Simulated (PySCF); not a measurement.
Computed shifts of a molecule CH10N2Si2, PBE/pcSseg-1 run with PySCF, GIAO, gas phase, equivalent atoms averaged, in ppm (number of nuclei): ¹⁵N: 43.0 (1), -1.4 (1). ¹³C: 32.0 (1). ²⁹Si: -47.1 (1), -77.4 (1). ¹H: 5.54 (2), 4.26 (1), 3.67 (1), 3.02 (1), 2.79 (1), 0.29 (1), 0.02 (1), -0.42 (1), -0.54 (1). References: ¹⁵N against NH3 (σ = 267.0 ppm); ¹³C against TMS (σ = 182.0 ppm); ²⁹Si against TMS (σ = 335.4 ppm); ¹H against TMS (σ = 31.49 ppm), references at their B3LYP-D3(BJ)/def2-TZVP geometries, non-relativistic. The structure is a stationary point at B3LYP-D3(BJ)/def2-SVP. The values are those of a single conformer.

Q: Which structure fits?
A) NC[SiH2]N[SiH3]
B) C[SiH2][SiH](N)N
C) NC[SiH2][SiH2]N
D) CN[SiH2][SiH2]N

A: C, NC[SiH2][SiH2]N
